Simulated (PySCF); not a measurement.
ClCu, triplet, at a GFN2-xTB geometry (such geometries of metal compounds can be far from the true shape) (the multiplicity is a formal guess); PySCF with DF-PBE/pcseg-1.

The PySCF input:
```python
from pyscf import gto, scf, dft

mol = gto.Mole()
mol.atom = '''
    Cu   -0.000000   -0.000000   -0.783800
    Cl    0.000000    0.000000    1.337070
'''
mol.basis = 'pcseg-1'
mol.charge = 0
mol.spin = 2
mol.verbose = 5
mol.build()

mf = dft.UKS(mol)
mf.xc = 'pbe'
mf = mf.density_fit(auxbasis='def2-universal-jkfit')
mf.kernel()
```

It wrote (shortened):

```
PySCF version 2.14.0

[INPUT] verbose = 5
[INPUT] max_memory = 4000
[INPUT] num. atoms = 2
[INPUT] num. electrons = 46
[INPUT] charge = 0
[INPUT] spin (= nelec alpha-beta = 2S) = 2
[INPUT] symmetry False subgroup None
[INPUT] Mole.unit = angstrom
[INPUT] Symbol           X                Y                Z      unit          X                Y                Z       unit  Magmom
[...]
[INPUT] ---------------- BASIS SET ----------------
[INPUT] l, kappa, [nprim/nctr], expnt,             c_1 c_2 ...
[INPUT] Cl
[...]
                                8420.32           0.0057082    0    0    0
                                1916.46           0.0292141    0    0    0
                                542.099           0.112411    0    0    0
                                175.74            0.313999    0    0    0
                                62.7191            0.5    0    0    0
                                23.4123           0.302077    0    0    0
                                52.2067              0 -0.0897496    0    0
                                5.66022              0 0.573007    0    0
                                2.2423               0  0.5    0    0
                                0.456488             0    0    1    0
                                0.159693             0    0    0    1
[...]
                                125.415           0.0300914    0    0
                                39.9394           0.129733    0    0
                                14.6334           0.341517    0    0
                                5.64837            0.5    0    0
                                2.1536            0.289333    0    0
                                1.0881               0 0.252417    0
                                0.387168             0  0.5    0
                                0.123929             0    0    1
[...]
[INPUT] Cu
[...]
                                11507.9           0.0142337    0    0    0    0
                                2618.82           0.0706331    0    0    0    0
                                739.536           0.245788    0    0    0    0
                                240.673            0.5    0    0    0    0
                                82.8992           0.391002    0    0    0    0
                                159.362              0 -0.080903    0    0    0
                                19.0056              0  0.5    0    0    0
                                8.50865              0 0.386407    0    0    0
                                3.01482              0 0.043055    0    0    0
                                2.20701              0    0  0.5    0    0
                                0.860421             0    0 0.251281    0    0
                                0.140845             0    0    0    1    0
                                0.0482383            0    0    0    0    1
[...]
                                447.221           0.025831    0    0
                                143.778           0.11849    0    0
                                53.5818           0.333882    0    0
                                21.5313            0.5    0    0
                                8.59335           0.268355    0    0
                                5.3595               0 0.29626    0
                                2.08306              0  0.5    0
                                0.767566             0 0.231525    0
                                0.18                 0    0    1
[...]
                                22.6523           0.110327    0
                                7.92099           0.331718    0
                                2.9359            0.518899    0
                                1.01874            0.5    0
                                0.303322             0    1
[...]
nuclear repulsion = 123.008182954901
number of shells = 7
number of NR pGTOs = 125
number of NR cGTOs = 49
basis = pcseg-1
ecp = {}

******** <class 'pyscf.df.df_jk.DFUKS'> ********
method = DFUKS
initial guess = minao
damping factor = 0
level_shift factor = 0
DIIS = <class 'pyscf.scf.diis.CDIIS'>
diis_start_cycle = 1
diis_space = 8
diis_damp = 0
SCF conv_tol = 1e-09
SCF conv_tol_grad = None
SCF max_cycles = 50
direct_scf = False
number electrons alpha = 24  beta = 22
XC library pyscf.dft.libxc version 7.1.2
    S. Lehtola, C. Steigemann, M. J. T. Oliveira, and M. A. L. Marques,  SoftwareX 7, 1–5 (2018)
XC functionals = pbe
    J. P. Perdew, K. Burke, and M. Ernzerhof,  Phys. Rev. Lett. 77, 3865 (1996)
    J. P. Perdew, K. Burke, and M. Ernzerhof,  Phys. Rev. Lett. 78, 1396 (1997)
    J. P. Perdew, K. Burke, and M. Ernzerhof,  Phys. Rev. Lett. 77, 3865 (1996)
    J. P. Perdew, K. Burke, and M. Ernzerhof,  Phys. Rev. Lett. 78, 1396 (1997)
radial grids:
    Treutler-Ahlrichs [JCP 102, 346 (1995); DOI:10.1063/1.469408] (M4) radial grids

becke partition: Becke, JCP 88, 2547 (1988); DOI:10.1063/1.454033
pruning grids: <function nwchem_prune>
grids dens level: 3
symmetrized grids: False
atomic radii adjust function: <function treutler_atomic_radii_adjust>
small_rho_cutoff = 0
Set gradient conv threshold to 3.16228e-05
atom Cu rad-grids = 90, ang-grids = [ 50  50  50  50  50  50  50  50  50  50  50  50  50  50  50  50  50  50
  50  50  50  50  50  50  50  50  50  50  86  86  86  86  86  86  86  86
  86  86  86  86  86  86  86  86 350 350 350 350 350 350 350 350 350 350
 350 434 434 434 434 434 434 434 434 434 434 434 434 434 434 434 434 434
 434 434 434 434 350 350 350 350 350 350 350 350 350 350 350 350 350 350]
atom Cl rad-grids = 80, ang-grids = [ 50  50  50  50  50  50  50  50  50  50  50  50  50  50  50  50  50  50
  50  50  50  50  50  50  86  86  86  86  86  86  86  86  86  86  86  86
  86 350 350 350 350 350 350 350 350 350 434 434 434 434 434 434 434 434
 434 434 434 434 434 434 434 434 434 434 350 350 350 350 350 350 350 350
 350 350 350 350 350 350 350 350]
tot_boxes 972, boxes in each direction [ 7  7 10]
[...]
cycle= 47 E= -2100.0512568794  delta_E= 9.86e-05  |g|= 0.0582  |ddm|= 0.316

  alpha mo_energy =
[-3.21491517e+02 -1.00663100e+02 -3.83209767e+01 -3.36384753e+01
 -3.36286669e+01 -3.36230860e+01 -9.18587705e+00 -7.00975709e+00
 -7.00823376e+00 -7.00741364e+00 -4.20248888e+00 -2.76854329e+00
 -2.75039204e+00 -2.74014654e+00 -7.56350690e-01 -3.81521240e-01
 -3.53335487e-01 -3.45385842e-01 -3.06798441e-01 -3.06576813e-01
 -3.00585598e-01 -2.93607887e-01 -2.93382812e-01 -1.66772950e-01
  3.67333481e-02  3.92963861e-02  1.01182679e-01  1.49073766e-01
  3.04822341e-01  3.37264832e-01  3.40150835e-01  4.64848420e-01
  5.19919511e-01  5.24088694e-01  6.10293588e-01  6.10350491e-01
  6.95124811e-01  6.95157408e-01  7.34145966e-01  8.75115716e-01
  8.79200621e-01  1.16974577e+00  5.01202151e+00  5.01435437e+00
  5.01551587e+00  5.01979659e+00  5.02961703e+00  5.03630121e+00
  5.03630859e+00]
  beta  mo_energy =
[-3.21490409e+02 -1.00659576e+02 -3.83068290e+01 -3.36234254e+01
 -3.36189055e+01 -3.36155472e+01 -9.18260246e+00 -7.00448920e+00
 -7.00418491e+00 -7.00306963e+00 -4.17514432e+00 -2.73324765e+00
 -2.72425861e+00 -2.71944829e+00 -7.37540803e-01 -3.67883722e-01
 -3.19774575e-01 -3.19558101e-01 -2.87863595e-01 -2.86244095e-01
 -2.76131119e-01 -2.65070009e-01 -2.65054510e-01 -1.22085845e-01
  6.79012174e-02  6.90374253e-02  1.32041956e-01  1.79744708e-01
  3.17721252e-01  3.50576582e-01  3.50755137e-01  4.80356166e-01
  5.50232196e-01  5.50625057e-01  6.34418600e-01  6.37066730e-01
  7.22655679e-01  7.24139539e-01  7.58664089e-01  9.06328769e-01
  9.06656212e-01  1.19323634e+00  5.04215942e+00  5.04276643e+00
  5.04728881e+00  5.04815851e+00  5.04887135e+00  5.04998998e+00
  5.05189897e+00]
multiplicity <S^2> = 2.0011901  2S+1 = 3.0007933
nelec by numeric integration = [23.99999997 21.99999981]
E1 = -3165.1736799269893  E2 = 942.1141804313052  Ecoul = 1037.0199100074933  Exc = -94.9057295761881
cycle= 48 E= -2100.05131654078  delta_E= -5.97e-05  |g|= 0.0574  |ddm|= 0.253

  alpha mo_energy =
[-3.21491370e+02 -1.00663306e+02 -3.83208328e+01 -3.36383275e+01
 -3.36285653e+01 -3.36229003e+01 -9.18604554e+00 -7.00994745e+00
 -7.00840420e+00 -7.00756967e+00 -4.20239313e+00 -2.76844752e+00
 -2.75037706e+00 -2.73997714e+00 -7.56442155e-01 -3.81546057e-01
 -3.53372902e-01 -3.45311510e-01 -3.06740526e-01 -3.06488405e-01
 -3.00659111e-01 -2.93558185e-01 -2.93342160e-01 -1.66770226e-01
  3.67181895e-02  3.93191600e-02  1.01186272e-01  1.49060788e-01
  3.04788450e-01  3.37195491e-01  3.40123686e-01  4.64793714e-01
  5.19858064e-01  5.24089149e-01  6.10241563e-01  6.10306071e-01
  6.95112882e-01  6.95143176e-01  7.34121997e-01  8.75059943e-01
  8.79205304e-01  1.16971069e+00  5.01202571e+00  5.01437390e+00
  5.01559403e+00  5.01991698e+00  5.02971071e+00  5.03636354e+00
  5.03637296e+00]
  beta  mo_energy =
[-3.21490262e+02 -1.00659782e+02 -3.83066895e+01 -3.36232822e+01
 -3.36187895e+01 -3.36153811e+01 -9.18277014e+00 -7.00465921e+00
 -7.00436479e+00 -7.00323343e+00 -4.17505655e+00 -2.73316373e+00
 -2.72420802e+00 -2.71932708e+00 -7.37626594e-01 -3.67910455e-01
 -3.19792096e-01 -3.19574349e-01 -2.87697972e-01 -2.86303814e-01
 -2.76045789e-01 -2.65060379e-01 -2.65043751e-01 -1.22084557e-01
  6.78950350e-02  6.90487544e-02  1.32043186e-01  1.79732479e-01
  3.17688490e-01  3.50528962e-01  3.50711266e-01  4.80304934e-01
  5.50198133e-01  5.50596390e-01  6.34262501e-01  6.37128389e-01
  7.22594612e-01  7.24184868e-01  7.58641898e-01  9.06303653e-01
  9.06635590e-01  1.19320292e+00  5.04193475e+00  5.04308761e+00
  5.04747979e+00  5.04822117e+00  5.04893491e+00  5.04955065e+00
  5.05231378e+00]
multiplicity <S^2> = 2.0011929  2S+1 = 3.0007952
nelec by numeric integration = [23.99999997 21.99999981]
E1 = -3165.1423933867213  E2 = 942.0828138814918  Ecoul = 1036.98726567173  Exc = -94.90445179023817
cycle= 49 E= -2100.05139655033  delta_E= -8e-05  |g|= 0.0551  |ddm|= 0.00512

  alpha mo_energy =
[-3.21491358e+02 -1.00663314e+02 -3.83208139e+01 -3.36383094e+01
 -3.36279636e+01 -3.36234691e+01 -9.18605176e+00 -7.00970563e+00
 -7.00841183e+00 -7.00782567e+00 -4.20232366e+00 -2.76837424e+00
 -2.74923768e+00 -2.74098545e+00 -7.56419745e-01 -3.81514492e-01
 -3.52469301e-01 -3.46080068e-01 -3.06593658e-01 -3.06404608e-01
 -2.99889228e-01 -2.94090717e-01 -2.93605797e-01 -1.66728076e-01
  3.70510617e-02  3.91139533e-02  1.01216501e-01  1.49109197e-01
  3.04774091e-01  3.37501483e-01  3.39817353e-01  4.64785231e-01
  5.20331332e-01  5.23681770e-01  6.10264843e-01  6.10326303e-01
  6.95155351e-01  6.95179656e-01  7.34158888e-01  8.75523043e-01
  8.78805985e-01  1.16976131e+00  5.01294137e+00  5.01488066e+00
  5.01570067e+00  5.01920654e+00  5.02937403e+00  5.03644148e+00
  5.03644750e+00]
  beta  mo_energy =
[-3.21490250e+02 -1.00659789e+02 -3.83066720e+01 -3.36232653e+01
 -3.36184216e+01 -3.36157182e+01 -9.18277565e+00 -7.00466555e+00
 -7.00425275e+00 -7.00335743e+00 -4.17499291e+00 -2.73309574e+00
 -2.72363989e+00 -2.71976929e+00 -7.37601955e-01 -3.67875247e-01
 -3.19727034e-01 -3.19555807e-01 -2.87342093e-01 -2.86335687e-01
 -2.76184544e-01 -2.65025050e-01 -2.65013188e-01 -1.22042603e-01
  6.80780504e-02  6.89925046e-02  1.32076640e-01  1.79768901e-01
  3.17680020e-01  3.50549521e-01  3.50696722e-01  4.80297893e-01
  5.50270229e-01  5.50585785e-01  6.34387493e-01  6.37051814e-01
  7.22700040e-01  7.24170371e-01  7.58679322e-01  9.06372997e-01
  9.06635255e-01  1.19325753e+00  5.04223206e+00  5.04341897e+00
  5.04813528e+00  5.04816929e+00  5.04871032e+00  5.04920311e+00
  5.05227533e+00]
multiplicity <S^2> = 2.0011881  2S+1 = 3.0007919
nelec by numeric integration = [23.99999997 21.99999981]
E1 = -3165.1273768349556  E2 = 942.0676927222564  Ecoul = 1036.9717036069324  Exc = -94.90401088467587
cycle= 50 E= -2100.0515011578  delta_E= -0.000105  |g|= 0.0518  |ddm|= 0.0119
SCF not converged.
SCF energy = -2100.0515011578 after 50 cycles  <S^2> = 2.0011881  2S+1 = 3.0007919
```

Convergence was not reached.
